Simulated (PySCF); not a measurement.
Species: CH₆NOSSi₃ (doublet state).
Cartesian coordinates in Å at the GFN2-xTB level; atoms count from 1:
```
atom  x, y, z in Å
N1    -1.352    0.927   -2.554
C2    -1.623    0.709   -1.463
Si3   -2.042    0.324    0.315
S4    -1.456   -1.691    0.723
Si5    0.367   -1.976   -0.432
O6     1.304   -0.674   -0.280
Si7    2.007    0.708    0.216
H8    -3.486    0.354    0.473
H9    -1.297    1.271    1.137
H10    1.039   -3.081    0.234
H11    3.432    0.480    0.015
H12    1.435    1.764   -0.614
H13    1.668    0.884    1.630
```

The hyperfine couplings belong to this conformer and change with its torsions.

The species is `N#C[SiH2]S[SiH]O[SiH3]` [radical].

Theory: PySCF 2.14.0, UKS B3LYP, pcH-1 on C H N O S Si, non-relativistic, mean-field spin-orbit, GIAO. The structure is a single GFN2-xTB conformer in the gas phase; no vibrational or solvent corrections. The geometry wasn't refined by DFT: couplings that depend on bond lengths, twists or pyramidal angles can differ widely from those at the functional's own minimum, by a factor of two or more for some ions and for spin on atoms past the first row. No stability test was run, so a lower SCF solution isn't excluded.

Q: Give the principal g shifts and their parts.

A: 
```csv
Δg (ppm),1,2,3
relativistic mass correction,-175,-175,-175
gauge correction,66,16,56
orbital Zeeman/spin–orbit,-241,-91,4483
total,-349,-250,4364
```

So g = 2.00197, 2.00207, 2.00668 and g_iso = 2.00357; the tensor is close to axial: the two nearest values differ by 2 % of g3 − g1. Axes: g3 points within 15° of the Si5–O6 bond.

Q: What are the electron Larmor frequencies g μB B/h along the three axes at 340 mT?

A: 9.5268, 9.5273, 9.5493 GHz for g1, g2 and g3, a range of 22.4 MHz.

Q: What effective moment and Curie constant follow for a powder?

A: With the mean of g² = 4.0143 and S(S+1) = 0.75: μ_eff = √(⟨g²⟩S(S+1)) = 1.735 μB and χT = 0.12505·⟨g²⟩·S(S+1) = 0.376 cm³ K/mol (cgs; spin-Hamiltonian part alone).

Q: How much does each term add to the isotropic shift?

A: The orbital-Zeeman/spin–orbit term 1384, the mass correction -175 and the gauge correction 46 ppm, for a total of 1255 ppm. The orbital-Zeeman/spin–orbit term is the largest in size. The mass correction is the same along every axis, so the anisotropy comes from the other two: their spans along these axes are 50 (gauge) and 4724 ppm (orbital Zeeman/spin–orbit).

Q: In a frozen sample, at which fields do the three g values resonate at 9.5, 34, 94 and 263 GHz (hyperfine left aside), and which band first spreads them over more than twice a line width of 0.3 mT?

A: 
```tsv
band	GHz	B(g3) mT	B(g2) mT	B(g1) mT	spread mT
X	9.5	338.25	339.03	339.04	0.80
Q	34.0	1210.57	1213.36	1213.42	2.85
W	94.0	3346.86	3354.57	3354.74	7.88
J	263.0	9364.08	9385.67	9386.13	22.05
```

The spread grows in proportion to the frequency. X band is the first where it exceeds 0.6 mT.

The largest Mulliken spin populations are on Si5 (+0.75), S4 (+0.10) and H10 (+0.09). Si5 is the only atom above +0.15. The angles at Si5 add up to 321.0°, so it is pyramidal.

The HOMO–LUMO gaps are 4.74 eV among the α and 4.61 eV among the β orbitals.
